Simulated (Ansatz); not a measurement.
```yaml
crystal:
  periodic: [true, true, true]
  atoms:
    - {symbol: Mg, position_ang: [-2.678919, 0.482018, 0.349380]}
    - {symbol: Mg, position_ang: [2.219489, 1.376094, -1.595262]}
    - {symbol: Mg, position_ang: [-0.004702, -2.187453, 1.610775]}
    - {symbol: N, position_ang: [0.631411, -0.224584, -0.000707]}
    - {symbol: N, position_ang: [-0.167278, 0.553935, -0.364185]}
basis:
  gaussian: {orbitals: 6-31G, fitting: {mean_field: def2-universal-jkfit}}
total_charge: -2
hamiltonian: {xc: {name: LC-wPBE}}
scf: {omitted_lower_state_checks: [starts]}
output: {forces: true}
```

```sh
$ ansatz run in.yaml --threads 4 --pin off --events-out ev --progress --plain --max-ram 3916MiB
```

Problem. Predict how Ansatz answers.

Solution. The program refused the input. The species is marked periodic without a cell.
```
Error: YAML parse error: error: line 2 column 3: crystal: missing field `lattice` (a structure is typed as `lattice` and `atoms`, a molecule's as `atoms` in Å alone, or read from a run's directory, `checkpoint`)
 --> <input>:2:3
1 | crystal:
2 |   periodic: [true, true, true]
3 |   atoms:
4 |     - {symbol: Mg, position_ang: [-2.678919, 0.482018, 0.349380]}
```
